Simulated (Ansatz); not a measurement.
The cluster Ga₂H₃⁻. Total charge -1; triplet. Geometry r2SCAN-D4/def2-TZVP, that of the neutral doublet; atoms count from 1.

```xyz
5

Ga   -0.2200   -1.3958   -0.0026
Ga    0.2140    0.9270   -0.0194
H    -1.0294   -2.7298    0.1607
H     0.8631    1.5418    1.2583
H     0.1723    1.6569   -1.3970
```

The highest occupied level of the charge -1 triplet lies above zero (up to 0.98 eV). By energy differences its removal costs 0.67 eV (vertical, to the charge 0 doublet, at PBE0-D4/def2-TZVPD); a positive level beside a positive removal energy at the same level points to self-interaction error. At PBE0-D4/def2-TZVPD a singlet of charge -1 lies 0.28 eV below the triplet at the same geometry. The structure comes from a short search, and lower isomers may exist.

**Question.** Estimate the Mulliken populations from the PBE0/def2-TZVPD orbitals of Ansatz.

**Answer.** 
```json
{"atom": "Ga1", "charge (e)": "-0.26", "spin (α − β)": "1.37"}
{"atom": "Ga2", "charge (e)": "-0.36", "spin (α − β)": "0.71"}
{"atom": "H3", "charge (e)": "-0.12", "spin (α − β)": "-0.06"}
{"atom": "H4", "charge (e)": "-0.13", "spin (α − β)": "-0.01"}
{"atom": "H5", "charge (e)": "-0.13", "spin (α − β)": "-0.01"}
```
Mulliken values and Mayer orders depend strongly on the basis. With diffuse functions, as here, like atoms can get unlike values, and bond orders can come out too low or too high.

**Question.** Where does the spin sit?

**Answer.** Summed by element: Ga 2.08, H -0.08, of 2 unpaired in all. Largest on single atoms: Ga1 1.37, Ga2 0.71, H3 -0.06.

**Question.** And the Mayer bond orders between bonded heavy atoms (over 0.3)?

**Answer.** Ga1–Ga2 1.85 (2.36 Å).
